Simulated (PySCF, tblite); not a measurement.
Compound: C7H10OSi.
SMILES: `C(=C\[SiH](C)C)/C(C#C)=O`

Jobs on this species (19 atoms, 74 electrons) with PySCF (density fitting) and tblite. Hardware of each: Intel Xeon at 2.50 GHz, one thread, on a shared host. Times come from a shared host and carry two figures at best.

**Question.** Rank these jobs by wall time, shortest first.
A. GFN2-xTB; Hessian by finite differences
B. GFN2-xTB; L-BFGS relaxation
C. PBE0/pcSseg-1; shieldings, charges and field gradients, density and orbital grids written; 210 basis functions

**Answer.** B (1.1 s), A (2.8 s), C (2.4 min).

All jobs:

| level and settings | work | basis functions | SCF cycles | wall time |
| --- | --- | --- | --- | --- |
| GFN2-xTB | L-BFGS relaxation | – | – | 1.1 s |
| GFN2-xTB | Hessian by finite differences | – | – | 2.8 s |
| PBE0/pcSseg-1 | shieldings, charges and field gradients, density and orbital grids written | 210 | 16 | 2.4 min |

**Question.** What do all jobs in the table cost together?

**Answer.** About 2.5 min; the longest takes about 97 % of that, and about 130 times as long as the shortest.
